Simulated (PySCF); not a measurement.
**Nuclear quadrupole coupling in `O=CO[SiH2]P[SiH3]`**

Species: CH₇O₂PSi₂.
Geometry (PBE0-D3(BJ)/def2-SVP, Å), atoms numbered from 1 in this order:
```xyz
13
CH7O2PSi2 angstrom
O      0.845    1.626    0.329
C      1.951    1.151    0.361
O      2.243   -0.082   -0.012
Si     0.947   -1.071   -0.599
P     -0.647   -1.196    0.970
Si    -1.993    0.492    0.258
H      2.849    1.700    0.711
H      1.598   -2.394   -0.778
H      0.532   -0.504   -1.913
H     -1.336   -2.242    0.280
H     -1.884    1.632    1.205
H     -1.713    0.928   -1.141
H     -3.385   -0.055    0.320
```

Field gradients from the PBE0/pcSseg-1 density (PySCF, non-relativistic), principal values in atomic units, ordered |Vxx| ≤ |Vyy| ≤ |Vzz|:

```
atom      Vxx      Vyy      Vzz
  O1   0.6058   0.9467  -1.5525
  O3  -0.5981  -0.7073   1.3054
```

Problem. Find the asymmetry η = (Vxx − Vyy)/Vzz and the couplings χ = eQV/h (234.96 MHz × Q in barn × V in au), with Q(17O) = −0.0256 b.

Solution. 
```json
{"atom": "O1", "environment": "carbonyl oxygen", "nucleus": "17O", "η": "0.22", "χzz (MHz)": "9.34", "χxx (MHz)": "-3.64", "χyy (MHz)": "-5.69"}
{"atom": "O3", "environment": "oxygen singly bound to a carbonyl carbon", "nucleus": "17O", "η": "0.08", "χzz (MHz)": "-7.85", "χxx (MHz)": "3.60", "χyy (MHz)": "4.25"}
```

Problem. What is Vzz at O3 in SI units (1 au = 9.71736 × 10²¹ V/m²)?

Solution. 1.3054 au = 12.685 × 10²¹ V/m².

Problem. And the gradient at the other heavy atoms, for which no coupling is worked out here?

Solution. 
```json
{"atom": "C2", "environment": "carbonyl carbon", "Vzz (au)": "0.434", "η": "0.88"}
{"atom": "Si4", "environment": "oxygen-bound silicon", "Vzz (au)": "0.699", "η": "0.38"}
{"atom": "P5", "environment": "three-coordinate phosphorus", "Vzz (au)": "-0.817", "η": "0.49"}
{"atom": "Si6", "environment": "SiH3 silicon", "Vzz (au)": "0.373", "η": "0.30"}
```

Were the hydrogens deuterons (Q(2H) = 0.00286 b), χzz would run from 93 kHz (H13 and H9) to 178 kHz (H7).

Geometry: PBE0-D3(BJ)/def2-SVP, one conformer, isolated molecule. The basis is small and wasn't made for field gradients, so the couplings can be 20 % off.
